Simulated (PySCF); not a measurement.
CuH, charge +1, multiplicity 2. Atoms are numbered in the order given.

```xyz
2

Cu     0.0000     0.0000    -0.0496
H      0.0000     0.0000     1.4393
```
Charge +1, spin multiplicity 2.

Geometry optimised at r2SCAN-D4/def2-TZVPD. The spin state was assumed, not searched.

All values below come from r2SCAN-D4/def2-TZVPD (PySCF 2.14.0).

Frequencies are harmonic and unscaled.

### Question
Give all harmonic wavenumbers and intensities. (An estimate is asked for; the answer gives what the named calculation found.)

### Answer

```tsv
mode	ν (cm⁻¹)	IR (km/mol)	moving atoms (share of kinetic energy)
1	1742	125.9	H 98 %
```
